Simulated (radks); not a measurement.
The numbers below are computed, except where a source is named.
Pr+, 58 electrons, occupied as [Xe] 4f3 6p1 (not the ground configuration). Level of theory: Dirac Kohn-Sham, PBEsol, spin-unpolarised, spherical densities, finite nucleus; open shells are shared between the two j in proportion to 2j + 1; Fermi nuclear charge, rms radius 4.8919 fm (a radial shooting solver on a logarithmic mesh with Libxc functionals).

Radial electron density D(r) = 4 pi r^2 rho(r):

r (bohr)  D(r) (e/bohr)
0.003481          21.24
0.004755          32.10
0.006496          45.94
0.008946          61.49
0.01222           74.11
0.0167            79.32
0.02281           75.46
0.03116           69.71
0.04257           75.49
0.05816           93.90
0.08009           101.2
0.1094            83.76
0.1495            76.33
0.2042            88.37
0.279             68.16
0.3811            35.12
0.5207            37.25
0.7171            32.57
0.9796            15.57
1.338             9.320
1.828             5.812
2.498             1.930
3.412            0.4547
4.662            0.2861
6.42             0.1475
8.771           0.02626
11.98          0.001275

D(r) has 4 maxima, at r = 0.0168, 0.0745, 0.209, 0.582 bohr, and minima at 0.0327, 0.138, 0.423 bohr, inside which lie 2.02, 11.20, 29.07 electrons.
